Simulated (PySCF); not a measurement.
In(NH3)H3: computed shieldings and shifts

In(NH3)H3, H6InN.

Bonds: In1-N2 2.398 Å. In1 carries H6, H7, H8; N2 carries H3, H4, H5.

GIAO calculations in PySCF 2.14 on the PBE0-D3(BJ)/def2-SVP structure: isolated species, scalar relativity only through the core potential, equivalent atoms averaged; basis pcSseg-1 (def2-TZVP on In).

(1) Give the isotropic shieldings (ppm) with KT2, PBE0.

(2) And the chemical shifts, against references computed in the same way?

(3) Which part of the shielding of N2 depends on the functional?

Answers

(1) 
| atoms | environment | KT2 | PBE0 |
| --- | --- | --- | --- |
| N2 | nitrogen bonded to In, 3 H | 245.8 | 247.9 |
| H6/H7/H8 | hydrogen on a In bonded to N | 25.92 | 26.24 |
| H3/H4/H5 | hydrogen on a nitrogen bonded to In | 30.05 | 30.09 |
| HOMO–LUMO gap (eV) | – | 4.86 | 6.79 |

(2) 
| atoms | nucleus, reference | KT2 | PBE0 |
| --- | --- | --- | --- |
| N2 | ¹⁵N, NH3 | 18.5 | 17.8 |
| H6/H7/H8 | ¹H, TMS | 5.26 | 5.02 |
| H3/H4/H5 | ¹H, TMS | 1.13 | 1.17 |

(3) Diamagnetic: KT2 313, PBE0 314 ppm; paramagnetic: KT2 -67, PBE0 -66 ppm.

In is described by an effective core potential, so it has no shielding of its own here; spin–orbit effects on the atoms bonded to it, which can be large, are absent, and the values of these neighbours are rough. Experimental scales use liquid or dissolved standards, which lie at an offset from isolated NH3 (liquid NH3: subtract about 20 ppm).
